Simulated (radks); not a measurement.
Results of a calculation; reference values are marked as such.
Problem. Excited configurations of neutral praseodymium: one electron is placed in a higher orbital outside [Xe] 4f3 6s1. The ground configuration is [Xe] 4f3 6s2. Code: a radial shooting solver on a logarithmic mesh with Libxc functionals. Model: scalar-relativistic Kohn-Sham, PBE, spin-polarised, spherical densities, finite nucleus; open shells are filled with parallel spins first (spin-orbit coupling, left out, can overturn this in heavy ions); Fermi nuclear charge, rms radius 4.8919 fm. Excitation = E - E(ground); binding = E(ion) - E, where the ion is the core of charge +1; n* = 1/sqrt(2 binding) in atomic units, and the quantum defect is n - n*.

| outer orbital | excitation (eV) | binding (eV) | n* | quantum defect | eigenvalue (eV) | <r> (bohr) |
|---|---|---|---|---|---|---|
| 5d | 0.905 | 4.515 | 1.736 | 3.264 | -1.674 | 3.542 |
| 5f | 4.429 | 0.990 | 3.706 | 1.294 | -0.467 | 16.04 |
| 6p | 1.697 | 3.723 | 1.912 | 4.088 | -2.029 | 5.712 |
| 6d | 3.849 | 1.570 | 2.944 | 3.056 | -0.791 | 11.23 |
| 6f | 4.707 | 0.713 | 4.370 | 1.630 | -0.401 | 26.91 |
| 7s | 3.241 | 2.178 | 2.499 | 4.501 | -1.349 | 10.29 |
| 7d | 4.418 | 1.002 | 3.686 | 3.314 | -0.591 | 20.48 |

Estimate the row for 7f.

Solution. excitation (eV) 4.891; binding (eV) 0.529; n* 5.074; quantum defect 1.926; eigenvalue (eV) -0.333; <r> (bohr) 39.65. The Delta-SCF ionisation energy is 5.420 eV (NIST Atomic Spectra Database: 5.470 eV, semi-empirical). Self-interaction in the functional shifts the binding energies and quantum defects, so they are the method's values and not measured ones. Open shells are spherical and high-spin; term and fine-structure splittings are not resolved. Spin-orbit splitting is averaged out at the scalar-relativistic level.
